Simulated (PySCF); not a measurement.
A calculated (UHF, PySCF 2.14, aug-cc-pVDZ, no relativity, point nucleus) atom or ion has these occupied shells.

| shell | electrons | orbital energy (eV) | rms radius, mean of both spins (bohr) |
| --- | --- | --- | --- |
| 1s α | 1 | -8318.6 | 0.0635 |
| 1s β | 1 | -8318.6 | 0.0635 |
| 2s α | 1 | -1033.8 | 0.268 |
| 2s β | 1 | -1032.8 | 0.268 |
| 2p α | 3 | -898.54 | 0.239 |
| 2p β | 3 | -897.54 | 0.239 |
| 3s α | 1 | -136.32 | 0.811 |
| 3s β | 1 | -133.67 | 0.811 |
| 3p α | 3 | -93.324 | 0.862 |
| 3p β | 3 | -90.131 | 0.862 |
| 3d α | 5 | -21.671 | 1.20 |
| 3d β | 4 | -20.100 | 1.20 |

(1) Name the element and its charge.

Answers

(1) Ni⁺ (nickel, charge +1), in [Ar] 3d9, 2D determinant.
